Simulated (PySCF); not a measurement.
Compound: C6H11OP.
Atom-mapped SMILES: `[CH2:1]=[P@:2]1([CH3:3])[C:4]([CH3:5])=[C:6]1[O:7][CH3:8]` (hydrogens: H9, H10 on C1; H11, H12, H13 on C3; H14, H15, H16 on C5; H17, H18, H19 on C8)

Cartesian coordinates in Å at the GFN2-xTB level; atoms count from 1:
```
atom  x, y, z in Å
C1    -2.3790    0.0004   -0.4972
P2    -0.9150   -0.1280    0.3718
C3    -0.7696   -1.7879    1.1239
C4     0.5207    0.9239    0.8648
C5     1.1891    1.9215    1.7293
C6     0.6547    0.3531   -0.3524
O7     1.4558    0.4115   -1.4163
C8     1.1024   -0.4767   -2.4596
H9    -3.2225   -0.2832    0.1259
H10   -2.5118    0.9790   -0.9488
H11   -1.5100   -1.8794    1.9179
H12    0.2301   -1.9279    1.5281
H13   -0.9874   -2.5285    0.3552
H14    1.4315    1.4889    2.6998
H15    2.1042    2.2646    1.2486
H16    0.5342    2.7756    1.8994
H17    1.6629   -0.1657   -3.3394
H18    1.3714   -1.5052   -2.1974
H19    0.0284   -0.4270   -2.6609
```

PySCF, density fitting, gas phase, GFN2-xTB geometry. The standard run uses grid level 2 after a coarse-grid start, the def2-universal JK fitting basis (with tight functions added where the orbital basis needs them), an energy threshold of 1e-9 Eh and DIIS. The changed runs have no coarse-grid stage.

Problem. Standard PBE0/pcSseg-1: E = -651.150594 Eh, HOMO -5.252 eV, LUMO 0.241 eV, dipole 2.044 D, 14 cycles (coarse-grid cycles included). What changes at PBE0/pcSseg-1 with: start guess vsap?

Solution. E = -651.150594 Eh (0.000 mEh), HOMO -5.252 eV (0.000), LUMO 0.241 eV (0.000), dipole 2.044 D (0.000), 14 SCF cycles. The result matches the standard run within 0.02 mEh and 0.003 eV; such settings steer the iterations and don't enter the energy expression.

The cycles:
```
cycle   1  E = -648.6791000101  dE =  8.036e-01  |g| = 2.914e+00  |ddm| = 8.679e+00
cycle   2  E = -639.6238239820  dE =  9.055e+00  |g| = 5.923e+00  |ddm| = 9.931e+00
cycle   3  E = -649.8625546670  dE = -1.024e+01  |g| = 2.187e+00  |ddm| = 5.917e+00
cycle   4  E = -651.1003498750  dE = -1.238e+00  |g| = 4.387e-01  |ddm| = 2.789e+00
cycle   5  E = -651.1179652731  dE = -1.762e-02  |g| = 3.636e-01  |ddm| = 6.578e-01
cycle   6  E = -651.1477328591  dE = -2.977e-02  |g| = 9.374e-02  |ddm| = 4.215e-01
cycle   7  E = -651.1503371117  dE = -2.604e-03  |g| = 3.078e-02  |ddm| = 1.945e-01
cycle   8  E = -651.1505469740  dE = -2.099e-04  |g| = 1.338e-02  |ddm| = 5.277e-02
cycle   9  E = -651.1505932374  dE = -4.626e-05  |g| = 2.054e-03  |ddm| = 1.746e-02
cycle  10  E = -651.1505941212  dE = -8.838e-07  |g| = 9.000e-04  |ddm| = 2.556e-03
cycle  11  E = -651.1505943094  dE = -1.882e-07  |g| = 2.050e-04  |ddm| = 1.022e-03
cycle  12  E = -651.1505943172  dE = -7.813e-09  |g| = 9.056e-05  |ddm| = 3.277e-04
cycle  13  E = -651.1505943192  dE = -2.030e-09  |g| = 1.638e-05  |ddm| = 1.091e-04
cycle  14  E = -651.1505943193  dE = -7.094e-11  |g| = 6.262e-06  |ddm| = 2.956e-05
```
